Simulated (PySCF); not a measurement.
AlH2Br, SMILES [AlH2][Br]. Geometry optimised at B3LYP-D3(BJ)/def2-TZVP.

Q: Give the equilibrium geometry at B3LYP-D3(BJ)/def2-TZVP (PySCF confirms it by a frequency run) as bond lengths and angles, and its point group. (Estimate from the structure and the level; the computed values follow.)

A: point group C2v.
Atoms: Al1 H2 H3 Br4. Bond lengths (Å): Al1–H2 1.569, Al1–H3 1.569, Al1–Br4 2.267. Angles (°): H2–Al1–H3 124.8, H2–Al1–Br4 117.6, H3–Al1–Br4 117.6.
